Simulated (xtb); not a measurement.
CuF (SMILES [F][Cu]), singlet, at a GFN2-xTB geometry (such geometries of metal compounds can be far from the true shape).

Input for xtb:
```
$ xtb mol.xyz --gfn 1 --gbsa toluene --json

# file mol.xyz
2

Cu    -0.00000000    -0.00000000    -0.40615773
F      0.00000000     0.00000000     1.30873047
```

Q: What does this run give for the partial charges in atom order, dipole moment, HOMO-LUMO gap, total energy?

A: 
```
Quantity                                   Result
-----------------------------  ------------------
partial charges in atom order  Cu1 0.50, F2 -0.50
dipole moment                              5.72 D
HOMO-LUMO gap                             3.06 eV
total energy                           -9.6308 Eh
```
